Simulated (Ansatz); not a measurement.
Basis-set series for C4H14NNbO4 (`C[O][Nb]([OH])([OH])([O]C)[N](C)C`). Charge 0, multiplicity 1. Nb takes the def2 core potential. The geometry is a stationary point of PBE0-D4/def2-TZVP. It is one conformer, not always the lowest.

| functional | basis | functions | energy (Eh) | HOMO (eV) | LUMO (eV) |
| --- | --- | --- | --- | --- | --- |
| PBE0-D4 | def2-SVP | 227 | -572.70363 | -6.41 | -0.74 |
| PBE0-D4 | def2-QZVPP | 1014 | -573.35126 | -6.55 | -0.88 |
| ωB97M-V | def2-SVP | 227 | -572.96260 | -8.67 | 1.36 |
| ωB97M-V | def2-QZVPP | 1014 | -573.63087 | -8.82 | 0.75 |

Question: Give the rows for def2-TZVPP. (Estimate.)

Answer: Computed: 
```json
{"functional": "PBE0-D4", "basis": "def2-TZVPP", "functions": "531", "energy (Eh)": "-573.31845", "HOMO (eV)": "-6.52", "LUMO (eV)": "-0.85"}
{"functional": "ωB97M-V", "basis": "def2-TZVPP", "functions": "531", "energy (Eh)": "-573.59896", "HOMO (eV)": "-8.79", "LUMO (eV)": "1.18"}
```

Positive LUMOs are unbound and depend on the basis.
